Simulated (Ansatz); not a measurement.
Level of theory: PBE-D3(BJ)/def2-SVP run with Ansatz (a program for electronic structure). No frequencies were computed at this level.

Ansatz 0.2 input:
```yaml
crystal:
  periodic: [false, false, false]
  atoms:
    - { symbol: W, position_ang: [-0.021591, 0.202195, 0.061486] }
    - { symbol: O, position_ang: [1.08663, -0.514856, 1.451557] }
    - { symbol: H, position_ang: [1.259752, -1.380404, 1.843546] }
    - { symbol: O, position_ang: [0.229245, 1.944929, 0.779835] }
    - { symbol: H, position_ang: [0.800174, 2.514592, 1.310028] }
    - { symbol: O, position_ang: [-0.421672, -1.590166, -0.497383] }
    - { symbol: H, position_ang: [-0.639621, -2.048936, -1.318958] }
    - { symbol: O, position_ang: [-0.955347, 0.908459, -1.455298] }
    - { symbol: H, position_ang: [-1.596444, 1.595202, -1.676388] }
    - { symbol: N, position_ang: [1.644172, 0.293737, -1.096854] }
    - { symbol: H, position_ang: [2.581903, -0.035117, -0.870542] }
    - { symbol: H, position_ang: [1.717076, 0.709775, -2.02494] }
    - { symbol: N, position_ang: [-1.718868, 0.110652, 1.174834] }
    - { symbol: H, position_ang: [-2.009162, 0.756546, 1.908637] }
    - { symbol: H, position_ang: [-2.38421, -0.661077, 1.212113] }
basis:
  gaussian: { orbitals: def2-svp }
hamiltonian:
  xc: pbe
  dispersion: d3bj
relax:
  max_steps: 150
```

Output:

```
[...]
these checks for a lower state are left out or cut short: starts, cluster_reference, orbital_swaps, neighbouring_geometries, increment
1687 factors; their error is unknown
mean field evaluation 32: about -13108.7441 eV, gradient 3.9e1 eV
mean field -13109.32487595 eV, -481.7588033718 hartree, gradient 1.1e-5 eV, S^2 0.000000; 0 other end points of the search recorded, 0 dependent functions left out
reference -13109.32495644 eV, -481.7588063295 hartree; 34, 34 occupied and 122, 122 virtual orbitals, 1687 factors
relax step   3: F+E_penalty+E_count = -13109.69368377 eV  Δ(F+E_penalty+E_count) = -1.258e-1 eV  max|allowed force component| = 7.063e-1 eV/Å  Δτ_max = 0.1316 Å  (39 SCF iters, accepted)
these checks for a lower state are left out or cut short: starts, cluster_reference, orbital_swaps, neighbouring_geometries, increment
1687 factors; their error is unknown
mean field -13109.37193164 eV, -481.7605326364 hartree, gradient 1.9e-5 eV, S^2 0.000000; 0 other end points of the search recorded, 0 dependent functions left out
reference -13109.37201171 eV, -481.7605355789 hartree; 34, 34 occupied and 122, 122 virtual orbitals, 1687 factors
relax step   4: F+E_penalty+E_count = -13109.74381023 eV  Δ(F+E_penalty+E_count) = -5.013e-2 eV  max|allowed force component| = 1.723e0 eV/Å  Δτ_max = 0.1919 Å  (39 SCF iters, accepted)
these checks for a lower state are left out or cut short: starts, cluster_reference, orbital_swaps, neighbouring_geometries, increment
1687 factors; their error is unknown
mean field -13109.46318679 eV, -481.7638862011 hartree, gradient 1.7e-5 eV, S^2 0.000000; 0 other end points of the search recorded, 0 dependent functions left out
reference -13109.46326686 eV, -481.7638891438 hartree; 34, 34 occupied and 122, 122 virtual orbitals, 1687 factors
relax step   5: F+E_penalty+E_count = -13109.83827664 eV  Δ(F+E_penalty+E_count) = -9.447e-2 eV  max|allowed force component| = 7.681e-1 eV/Å  Δτ_max = 0.2000 Å  (39 SCF iters, accepted)
these checks for a lower state are left out or cut short: starts, cluster_reference, orbital_swaps, neighbouring_geometries, increment
1687 factors; their error is unknown
mean field -13109.51181042 eV, -481.7656730868 hartree, gradient 1.3e-5 eV, S^2 0.000000; 0 other end points of the search recorded, 0 dependent functions left out
reference -13109.51189007 eV, -481.7656760138 hartree; 34, 34 occupied and 122, 122 virtual orbitals, 1687 factors
relax step   6: F+E_penalty+E_count = -13109.88648835 eV  Δ(F+E_penalty+E_count) = -4.821e-2 eV  max|allowed force component| = 4.038e-1 eV/Å  Δτ_max = 0.1999 Å  (40 SCF iters, accepted)
these checks for a lower state are left out or cut short: starts, cluster_reference, orbital_swaps, neighbouring_geometries, increment
1687 factors; their error is unknown
mean field evaluation 64: about -13109.4111 eV, gradient 2.6e1 eV
mean field -13109.53726593 eV, -481.7666085596 hartree, gradient 1.7e-5 eV, S^2 0.000000; 0 other end points of the search recorded, 0 dependent functions left out
reference -13109.53734521 eV, -481.7666114730 hartree; 34, 34 occupied and 122, 122 virtual orbitals, 1687 factors
relax step   7: F+E_penalty+E_count = -13109.91397556 eV  Δ(F+E_penalty+E_count) = -2.749e-2 eV  max|allowed force component| = 4.362e-1 eV/Å  Δτ_max = 0.1360 Å  (41 SCF iters, accepted)
these checks for a lower state are left out or cut short: starts, cluster_reference, orbital_swaps, neighbouring_geometries, increment
1687 factors; their error is unknown
mean field -13109.56117529 eV, -481.7674872123 hartree, gradient 1.7e-5 eV, S^2 0.000000; 0 other end points of the search recorded, 0 dependent functions left out
reference -13109.56125466 eV, -481.7674901290 hartree; 34, 34 occupied and 122, 122 virtual orbitals, 1687 factors
relax step   8: F+E_penalty+E_count = -13109.93749768 eV  Δ(F+E_penalty+E_count) = -2.352e-2 eV  max|allowed force component| = 2.157e-1 eV/Å  Δτ_max = 0.2000 Å  (40 SCF iters, accepted)
these checks for a lower state are left out or cut short: starts, cluster_reference, orbital_swaps, neighbouring_geometries, increment
1687 factors; their error is unknown
mean field -13109.56970365 eV, -481.7678006237 hartree, gradient 2.1e-5 eV, S^2 0.000000; 0 other end points of the search recorded, 0 dependent functions left out
reference -13109.56978294 eV, -481.7678035375 hartree; 34, 34 occupied and 122, 122 virtual orbitals, 1687 factors
relax step   9: F+E_penalty+E_count = -13109.94632584 eV  Δ(F+E_penalty+E_count) = -8.828e-3 eV  max|allowed force component| = 3.716e-1 eV/Å  Δτ_max = 0.0830 Å  (35 SCF iters, accepted)
these checks for a lower state are left out or cut short: starts, cluster_reference, orbital_swaps, neighbouring_geometries, increment
1687 factors; their error is unknown
mean field -13109.57523793 eV, -481.7680040046 hartree, gradient 2.0e-5 eV, S^2 0.000000; 0 other end points of the search recorded, 0 dependent functions left out
reference -13109.57531694 eV, -481.7680069083 hartree; 34, 34 occupied and 122, 122 virtual orbitals, 1687 factors
relax step  10: F+E_penalty+E_count = -13109.95261036 eV  Δ(F+E_penalty+E_count) = -6.285e-3 eV  max|allowed force component| = 7.715e-1 eV/Å  Δτ_max = 0.1340 Å  (33 SCF iters, accepted)
these checks for a lower state are left out or cut short: starts, cluster_reference, orbital_swaps, neighbouring_geometries, increment
1687 factors; their error is unknown
mean field evaluation 96: about -13109.6829 eV, gradient 6.7e-2 eV
mean field -13109.60808154 eV, -481.7692109850 hartree, gradient 1.1e-5 eV, S^2 0.000000; 0 other end points of the search recorded, 0 dependent functions left out
reference -13109.60816015 eV, -481.7692138738 hartree; 34, 34 occupied and 122, 122 virtual orbitals, 1687 factors
relax step  11: F+E_penalty+E_count = -13109.98562842 eV  Δ(F+E_penalty+E_count) = -3.302e-2 eV  max|allowed force component| = 3.520e-1 eV/Å  Δτ_max = 0.2000 Å  (39 SCF iters, accepted)
these checks for a lower state are left out or cut short: starts, cluster_reference, orbital_swaps, neighbouring_geometries, increment
1687 factors; their error is unknown
mean field -13109.54227841 eV, -481.7667927647 hartree, gradient 1.2e-5 eV, S^2 0.000000; 0 other end points of the search recorded, 0 dependent functions left out
reference -13109.54235719 eV, -481.7667956597 hartree; 34, 34 occupied and 122, 122 virtual orbitals, 1687 factors
relax step  12: F+E_penalty+E_count = -13109.92124997 eV  Δ(F+E_penalty+E_count) = +6.438e-2 eV  max|allowed force component| = 7.997e-1 eV/Å  Δτ_max = 0.2000 Å  (39 SCF iters, rejected (line search))
these checks for a lower state are left out or cut short: starts, cluster_reference, orbital_swaps, neighbouring_geometries, increment
1687 factors; their error is unknown
mean field -13109.63125240 eV, -481.7700624983 hartree, gradient 1.9e-5 eV, S^2 0.000000; 0 other end points of the search recorded, 0 dependent functions left out
reference -13109.63133107 eV, -481.7700653895 hartree; 34, 34 occupied and 122, 122 virtual orbitals, 1687 factors
relax step  13: F+E_penalty+E_count = -13110.00919334 eV  Δ(F+E_penalty+E_count) = -2.356e-2 eV  max|allowed force component| = 1.522e-1 eV/Å  Δτ_max = 0.1000 Å  (40 SCF iters, accepted)
these checks for a lower state are left out or cut short: starts, cluster_reference, orbital_swaps, neighbouring_geometries, increment
1687 factors; their error is unknown
mean field -13109.63779017 eV, -481.7703027572 hartree, gradient 1.1e-5 eV, S^2 0.000000; 0 other end points of the search recorded, 0 dependent functions left out
reference -13109.63786875 eV, -481.7703056450 hartree; 34, 34 occupied and 122, 122 virtual orbitals, 1687 factors
relax step  14: F+E_penalty+E_count = -13110.01559598 eV  Δ(F+E_penalty+E_count) = -6.403e-3 eV  max|allowed force component| = 5.807e-2 eV/Å  Δτ_max = 0.1000 Å  (35 SCF iters, accepted)
these checks for a lower state are left out or cut short: starts, cluster_reference, orbital_swaps, neighbouring_geometries, increment
1687 factors; their error is unknown
mean field evaluation 128: about -13109.6266 eV, gradient 2.5e-1 eV
mean field -13109.62670106 eV, -481.7698952398 hartree, gradient 1.8e-5 eV, S^2 0.000000; 0 other end points of the search recorded, 0 dependent functions left out
reference -13109.62677981 eV, -481.7698981338 hartree; 34, 34 occupied and 122, 122 virtual orbitals, 1687 factors
relax step  15: F+E_penalty+E_count = -13110.00566173 eV  Δ(F+E_penalty+E_count) = +9.934e-3 eV  max|allowed force component| = 1.915e-1 eV/Å  Δτ_max = 0.0902 Å  (41 SCF iters, rejected (line search))
these checks for a lower state are left out or cut short: starts, cluster_reference, orbital_swaps, neighbouring_geometries, increment
1687 factors; their error is unknown
mean field -13109.64015995 eV, -481.7703898451 hartree, gradient 2.1e-5 eV, S^2 0.000000; 0 other end points of the search recorded, 0 dependent functions left out
reference -13109.64023856 eV, -481.7703927336 hartree; 34, 34 occupied and 122, 122 virtual orbitals, 1687 factors
relax step  16: F+E_penalty+E_count = -13110.01831955 eV  Δ(F+E_penalty+E_count) = -2.724e-3 eV  max|allowed force component| = 1.854e-2 eV/Å  Δτ_max = 0.0338 Å  (33 SCF iters, accepted)
these checks for a lower state are left out or cut short: starts, cluster_reference, orbital_swaps, neighbouring_geometries, increment
1687 factors; their error is unknown
mean field -13109.64001118 eV, -481.7703843777 hartree, gradient 2.2e-5 eV, S^2 0.000000; 0 other end points of the search recorded, 0 dependent functions left out
reference -13109.64008981 eV, -481.7703872673 hartree; 34, 34 occupied and 122, 122 virtual orbitals, 1687 factors
relax step  17: F+E_penalty+E_count = -13110.01800950 eV  Δ(F+E_penalty+E_count) = +3.100e-4 eV  max|allowed force component| = 8.252e-2 eV/Å  Δτ_max = 0.0239 Å  (35 SCF iters, rejected (line search))
these checks for a lower state are left out or cut short: starts, cluster_reference, orbital_swaps, neighbouring_geometries, increment
1687 factors; their error is unknown
mean field -13109.64048364 eV, -481.7704017404 hartree, gradient 1.8e-5 eV, S^2 0.000000; 0 other end points of the search recorded, 0 dependent functions left out
reference -13109.64056226 eV, -481.7704046294 hartree; 34, 34 occupied and 122, 122 virtual orbitals, 1687 factors
relax step  18: F+E_penalty+E_count = -13110.01862126 eV  Δ(F+E_penalty+E_count) = -3.017e-4 eV  max|allowed force component| = 9.025e-3 eV/Å  Δτ_max = 0.0115 Å  (35 SCF iters, accepted)
these checks for a lower state are left out or cut short: starts, cluster_reference, orbital_swaps, neighbouring_geometries, increment
1687 factors; their error is unknown
mean field evaluation 160: about -13109.6406 eV, gradient 1.8e-5 eV
mean field -13109.64055150 eV, -481.7704042340 hartree, gradient 1.8e-5 eV, S^2 0.000000; 0 other end points of the search recorded, 0 dependent functions left out
reference -13109.64063012 eV, -481.7704071234 hartree; 34, 34 occupied and 122, 122 virtual orbitals, 1687 factors
relax step  19: F+E_penalty+E_count = -13110.01869968 eV  Δ(F+E_penalty+E_count) = -7.842e-5 eV  max|allowed force component| = 1.196e-2 eV/Å  Δτ_max = 0.0142 Å  (35 SCF iters, accepted)
these checks for a lower state are left out or cut short: starts, cluster_reference, orbital_swaps, neighbouring_geometries, increment
1687 factors; their error is unknown
mean field -13109.64058905 eV, -481.7704056140 hartree, gradient 1.8e-5 eV, S^2 0.000000; 0 other end points of the search recorded, 0 dependent functions left out
reference -13109.64066767 eV, -481.7704085034 hartree; 34, 34 occupied and 122, 122 virtual orbitals, 1687 factors
relax step  20: F+E_penalty+E_count = -13110.01872640 eV  Δ(F+E_penalty+E_count) = -2.672e-5 eV  max|allowed force component| = 5.604e-3 eV/Å  Δτ_max = 0.0041 Å  (36 SCF iters, accepted)
1687 factors; their error is unknown
mean field evaluation 192: about -13109.6406 eV, gradient 6.2e-5 eV
mean field -13109.64058905 eV, -481.7704056140 hartree, gradient 2.0e-5 eV, S^2 0.000000; 1 other end points of the search recorded, 0 dependent functions left out
reference -13109.64066767 eV, -481.7704085034 hartree; 34, 34 occupied and 122, 122 virtual orbitals, 1687 factors
Total energy: -13110.01880503 eV, -481.7843047950 hartree
Atom 0 at     0.006114     0.306728     0.095458 Å, force    -0.005342     0.004595    -0.001957 eV/Å
Atom 1 at     1.369972    -0.313354     1.381334 Å, force    -0.001318    -0.002232    -0.000320 eV/Å
Atom 2 at     1.381372    -1.287739     1.438745 Å, force     0.000833    -0.001392     0.001134 eV/Å
Atom 3 at     0.285534     1.927118     1.085544 Å, force    -0.000588    -0.000052    -0.000922 eV/Å
Atom 4 at     0.749040     1.834350     1.940167 Å, force     0.000091     0.000565    -0.000389 eV/Å
Atom 5 at    -0.463567    -1.587348    -0.106227 Å, force     0.004335    -0.005604    -0.001079 eV/Å
Atom 6 at     0.006471    -1.969812    -0.871372 Å, force    -0.002698     0.003082     0.003457 eV/Å
Atom 7 at    -0.775141     1.165007    -1.488314 Å, force     0.003743    -0.000547     0.003514 eV/Å
Atom 8 at    -1.726628     1.337754    -1.366561 Å, force     0.000527     0.000456    -0.001862 eV/Å
Atom 9 at     1.462824     0.204973    -1.263991 Å, force    -0.004021     0.000491    -0.000787 eV/Å
Atom 10 at     2.423200    -0.088947    -1.059211 Å, force    -0.000004     0.002287    -0.002170 eV/Å
Atom 11 at     1.336204     0.473502    -2.245525 Å, force     0.001714    -0.001482     0.001390 eV/Å
Atom 12 at    -1.796726     0.259775     0.964227 Å, force     0.000601    -0.001018     0.002307 eV/Å
Atom 13 at    -2.210732     1.035848     1.491956 Å, force     0.001348    -0.001203    -0.000542 eV/Å
Atom 14 at    -2.475898    -0.492325     0.805444 Å, force     0.000780     0.002055    -0.001773 eV/Å
Dipole moment:    -0.112156    -0.274338    -0.055035 e Å
```

Cost: very roughly 2.5 core-minutes.
